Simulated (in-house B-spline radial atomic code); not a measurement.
Stripping chromium of all its electrons. The total binding energy is the sum of the 24 successive ionisation energies. Configuration: [Ar] (3d3/2)4 (3d5/2)1 4s1. Computed with a radial B-spline atomic code at the basis-set limit: Dirac-Hartree-Fock, average of the jj configuration, Fermi nucleus of rms radius 3.6452 fm.

Dirac-Coulomb total energy: -1049.6192 hartree. First-order corrections (hartree): Breit 0.3558, self-energy 0.2575, vacuum polarisation -0.02072, recoil 0.00867.

(1) What total binding energy follows, and how does it compare with the sum of NIST's ionisation energies?

(2) What share of the binding belongs to the last two electrons?

Answers

(1) 28545.2 eV from the corrected total, against 28582.0 ± 3.4 eV from NIST's table (measured, semi-empirical and theoretical entries, uncertainties added in quadrature). The table binds 36.8 eV more, 1.53 eV per electron, the size expected of the correlation energy that Hartree-Fock leaves out.

(2) 54 % by NIST's values (15376.7 eV).
